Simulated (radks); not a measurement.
Excited configurations of Kr X: one electron is placed in a higher orbital outside [Ar] 3d8. The ground configuration is [Ar] 3d9. All-electron calculation, scalar-relativistic Kohn-Sham, r2SCAN, spin-polarised, spherical densities, finite nucleus; open shells are filled with parallel spins first; meta-GGA in the generalised Kohn-Sham scheme; Fermi nuclear charge, rms radius 4.1884 fm. Program: a radial shooting solver on a logarithmic mesh with Libxc functionals. Excitation = E - E(ground); binding = E(ion) - E, where the ion is the core of charge +10; n* = 10/sqrt(2 binding) in atomic units. These energies are relativistic, and a one-electron ion of charge +10 with no core already has n* below n in this formula (scalar-relativistic equation, point nucleus: 4s 3.998, 4p 3.999, 4f 4.000, 5p 4.999, 5d 4.999, 5f 5.000, 6s 5.998, 6d 5.999, 6f 6.000, 7s 6.998, 7p 6.999, 7f 7.000). The quantum defect is therefore taken as that value minus n*, so that it holds no relativistic shift of the bare ion.

outer orbital,excitation (eV),binding (eV),n*,quantum defect,eigenvalue (eV),<r> (bohr)
4s,99.564,171.40,2.817,1.180,-164.18,1.221
4p,121.04,149.93,3.012,0.986,-142.91,1.301
4f,183.02,87.948,3.933,0.067,-82.098,1.663
5p,187.07,83.894,4.027,0.972,-80.392,2.369
5d,201.15,69.820,4.414,0.585,-66.478,2.647
5f,214.05,56.915,4.889,0.110,-53.804,2.949
6s,212.50,58.468,4.824,1.174,-56.209,3.523
6d,224.54,46.422,5.414,0.585,-44.354,4.121
6f,231.42,39.544,5.866,0.134,-37.603,4.540
7s,230.82,40.144,5.822,1.176,-38.607,5.120
7p,233.52,37.443,6.028,0.970,-35.999,5.391
7f,241.96,29.003,6.849,0.150,-27.673,6.431

The Delta-SCF ionisation energy is 270.97 eV (NIST Atomic Spectra Database: 268 eV, theoretical). Self-interaction in the functional shifts the binding energies and quantum defects, so they are the method's values and not measured ones. Open shells are spherical and high-spin; term and fine-structure splittings are not resolved.
